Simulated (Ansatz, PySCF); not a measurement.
Dissociation curve of BrF, singlet.

Levels of theory: RKS-PBE = restricted PBE/cc-pVDZ run with Ansatz (a first-principles code); UKS-PBE = unrestricted PBE/cc-pVDZ in Ansatz; UKS-TPSSh = unrestricted TPSSh/cc-pVDZ in PySCF; UCCSD(T) = CCSD(T) on UHF/cc-pVDZ, 10 core orbitals frozen run with PySCF 2.14.0.

Energies relative to the lowest point of each curve near equilibrium, in kJ/mol; the last columns give the difference from UCCSD(T):

```json
[
 {"R / Å": "1.32", "RKS-PBE": "732.2", "UKS-PBE": "732.2", "UKS-TPSSh": "714.1", "UCCSD(T)": "733.6", "RKS-PBE − UCCSD(T)": "-1.4", "UKS-PBE − UCCSD(T)": "-1.4", "UKS-TPSSh − UCCSD(T)": "-19.5"},
 {"R / Å": "1.40", "RKS-PBE": "431.2", "UKS-PBE": "431.2", "UKS-TPSSh": "416.1", "UCCSD(T)": "431.2", "RKS-PBE − UCCSD(T)": "0.0", "UKS-PBE − UCCSD(T)": "0.0", "UKS-TPSSh − UCCSD(T)": "-15.1"},
 {"R / Å": "1.49", "RKS-PBE": "219.0", "UKS-PBE": "219.0", "UKS-TPSSh": "207.2", "UCCSD(T)": "218.4", "RKS-PBE − UCCSD(T)": "0.6", "UKS-PBE − UCCSD(T)": "0.6", "UKS-TPSSh − UCCSD(T)": "-11.2"},
 {"R / Å": "1.59", "RKS-PBE": "86.2", "UKS-PBE": "86.2", "UKS-TPSSh": "78.0", "UCCSD(T)": "85.7", "RKS-PBE − UCCSD(T)": "0.5", "UKS-PBE − UCCSD(T)": "0.5", "UKS-TPSSh − UCCSD(T)": "-7.7"},
 {"R / Å": "1.64", "RKS-PBE": "47.5", "UKS-PBE": "47.5", "UKS-TPSSh": "41.1", "UCCSD(T)": "47.2", "RKS-PBE − UCCSD(T)": "0.3", "UKS-PBE − UCCSD(T)": "0.3", "UKS-TPSSh − UCCSD(T)": "-6.1"},
 {"R / Å": "1.70", "RKS-PBE": "18.5", "UKS-PBE": "18.5", "UKS-TPSSh": "14.2", "UCCSD(T)": "18.4", "RKS-PBE − UCCSD(T)": "0.1", "UKS-PBE − UCCSD(T)": "0.1", "UKS-TPSSh − UCCSD(T)": "-4.2"},
 {"R / Å": "1.75", "RKS-PBE": "5.4", "UKS-PBE": "5.4", "UKS-TPSSh": "3.0", "UCCSD(T)": "5.5", "RKS-PBE − UCCSD(T)": "-0.1", "UKS-PBE − UCCSD(T)": "-0.1", "UKS-TPSSh − UCCSD(T)": "-2.5"},
 {"R / Å": "1.82", "RKS-PBE": "0.0", "UKS-PBE": "0.0", "UKS-TPSSh": "0.0", "UCCSD(T)": "0.0", "RKS-PBE − UCCSD(T)": "0.0", "UKS-PBE − UCCSD(T)": "0.0", "UKS-TPSSh − UCCSD(T)": "0.0"},
 {"R / Å": "1.86", "RKS-PBE": "2.0", "UKS-PBE": "2.0", "UKS-TPSSh": "3.4", "UCCSD(T)": "1.7", "RKS-PBE − UCCSD(T)": "0.2", "UKS-PBE − UCCSD(T)": "0.2", "UKS-TPSSh − UCCSD(T)": "1.6"},
 {"R / Å": "1.91", "RKS-PBE": "8.4", "UKS-PBE": "8.4", "UKS-TPSSh": "11.5", "UCCSD(T)": "9.3", "RKS-PBE − UCCSD(T)": "-0.9", "UKS-PBE − UCCSD(T)": "-0.9", "UKS-TPSSh − UCCSD(T)": "2.2"},
 {"R / Å": "2.04", "RKS-PBE": "38.4", "UKS-PBE": "38.4", "UKS-TPSSh": "46.0", "UCCSD(T)": "40.1", "RKS-PBE − UCCSD(T)": "-1.7", "UKS-PBE − UCCSD(T)": "-1.7", "UKS-TPSSh − UCCSD(T)": "5.8"},
 {"R / Å": "2.16", "RKS-PBE": "75.1", "UKS-PBE": "75.1", "UKS-TPSSh": "86.5", "UCCSD(T)": "75.5", "RKS-PBE − UCCSD(T)": "-0.5", "UKS-PBE − UCCSD(T)": "-0.5", "UKS-TPSSh − UCCSD(T)": "10.9"},
 {"R / Å": "2.37", "RKS-PBE": "143.0", "UKS-PBE": "135.2", "UKS-TPSSh": "152.5", "UCCSD(T)": "135.6", "RKS-PBE − UCCSD(T)": "7.5", "UKS-PBE − UCCSD(T)": "-0.4", "UKS-TPSSh − UCCSD(T)": "16.9"},
 {"R / Å": "2.61", "RKS-PBE": "212.8", "UKS-PBE": "187.8", "UKS-TPSSh": "196.9", "UCCSD(T)": "173.0", "RKS-PBE − UCCSD(T)": "39.8", "UKS-PBE − UCCSD(T)": "14.8", "UKS-TPSSh − UCCSD(T)": "23.8"},
 {"R / Å": "2.92", "RKS-PBE": "282.4", "UKS-PBE": "236.0", "UKS-TPSSh": "222.3", "UCCSD(T)": "186.3", "RKS-PBE − UCCSD(T)": "96.1", "UKS-PBE − UCCSD(T)": "49.6", "UKS-TPSSh − UCCSD(T)": "36.0"},
 {"R / Å": "3.14", "RKS-PBE": "318.2", "UKS-PBE": "254.2", "UKS-TPSSh": "230.6", "UCCSD(T)": "187.5", "RKS-PBE − UCCSD(T)": "130.6", "UKS-PBE − UCCSD(T)": "66.6", "UKS-TPSSh − UCCSD(T)": "43.0"},
 {"R / Å": "3.53", "RKS-PBE": "359.7", "UKS-PBE": "268.3", "UKS-TPSSh": "237.5", "UCCSD(T)": "—", "RKS-PBE − UCCSD(T)": "—", "UKS-PBE − UCCSD(T)": "—", "UKS-TPSSh − UCCSD(T)": "—"},
 {"R / Å": "3.86", "RKS-PBE": "380.3", "UKS-PBE": "274.3", "UKS-TPSSh": "240.5", "UCCSD(T)": "—", "RKS-PBE − UCCSD(T)": "—", "UKS-PBE − UCCSD(T)": "—", "UKS-TPSSh − UCCSD(T)": "—"},
 {"R / Å": "4.33", "RKS-PBE": "396.4", "UKS-PBE": "278.9", "UKS-TPSSh": "242.3", "UCCSD(T)": "—", "RKS-PBE − UCCSD(T)": "—", "UKS-PBE − UCCSD(T)": "—", "UKS-TPSSh − UCCSD(T)": "—"},
 {"R / Å": "4.71", "RKS-PBE": "402.8", "UKS-PBE": "280.5", "UKS-TPSSh": "242.6", "UCCSD(T)": "—", "RKS-PBE − UCCSD(T)": "—", "UKS-PBE − UCCSD(T)": "—", "UKS-TPSSh − UCCSD(T)": "—"},
 {"R / Å": "5.26", "RKS-PBE": "406.7", "UKS-PBE": "281.1", "UKS-TPSSh": "242.7", "UCCSD(T)": "—", "RKS-PBE − UCCSD(T)": "—", "UKS-PBE − UCCSD(T)": "—", "UKS-TPSSh − UCCSD(T)": "—"},
 {"R / Å": "6.18", "RKS-PBE": "408.1", "UKS-PBE": "281.4", "UKS-TPSSh": "242.8", "UCCSD(T)": "—", "RKS-PBE − UCCSD(T)": "—", "UKS-PBE − UCCSD(T)": "—", "UKS-TPSSh − UCCSD(T)": "—"},
 {"R / Å": "7.00", "RKS-PBE": "408.6", "UKS-PBE": "281.5", "UKS-TPSSh": "242.8", "UCCSD(T)": "—", "RKS-PBE − UCCSD(T)": "—", "UKS-PBE − UCCSD(T)": "—", "UKS-TPSSh − UCCSD(T)": "—"}
]
```

RKS-PBE is furthest from UCCSD(T) at 3.14 (130.6 kJ/mol, above); its mean absolute difference over the points is 17.5 kJ/mol.

UKS-PBE is furthest from UCCSD(T) at 3.14 (66.6 kJ/mol, above); its mean absolute difference over the points is 8.6 kJ/mol.

UKS-TPSSh is furthest from UCCSD(T) at 3.14 (43.0 kJ/mol, above); its mean absolute difference over the points is 12.9 kJ/mol.

Dashes: no converged value, or the column stops at the first point that the program doubted or that broke a chosen test of continuity, which isn't proof of a fault.

The restricted form behind RKS-PBE keeps the bonding electrons paired and can't separate into open-shell fragments. The unrestricted determinant behind UKS-PBE, UKS-TPSSh is spin-contaminated at 2.37 to 7.00 Å (<S²> up to 1.0, against 0.00 for a pure singlet). The unrestricted determinant behind UCCSD(T) is spin-contaminated at 1.91 to 7.00 Å (<S²> up to 1.0, against 0.00 for a pure singlet).
